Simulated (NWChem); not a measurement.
Species: C3H7NSi; SMILES C=C=C[SiH2]N

```xyz
12

C     -0.6230    -2.5146     0.0000
C      0.2397    -1.5285     0.0010
C      1.0614    -0.5093     0.0020
Si     0.4326     1.2666    -0.0001
N     -1.2878     1.4354    -0.0019
H     -0.9901    -2.9467     0.9368
H     -0.9867    -2.9479    -0.9375
H      2.1435    -0.7081     0.0041
H      0.9697     1.9446    -1.2192
H      0.9678     1.9463     1.2190
H     -1.7981     1.1544    -0.8329
H     -1.8003     1.1520     0.8269
```
Atoms are numbered in this order, from 1.

Results from NWChem. Pople sets run with spherical d functions. Structure relaxed at the PBE0/def2-SVP level. No frequency run checked for a minimum. Core excitations by TDA in a window of 1s orbitals, non-relativistic and unshifted: absolute energies depend strongly on the exact-exchange share.

### Question
Predict the results for Si K edge, B3LYP/6-311G**. Quantities: first 1s excitation (eV); dipole oscillator strength of the first.

### Answer
| Quantity | Result |
|---|---|
| first 1s excitation (eV) | 1797.4 |
| dipole oscillator strength of the first | 0.0005 |
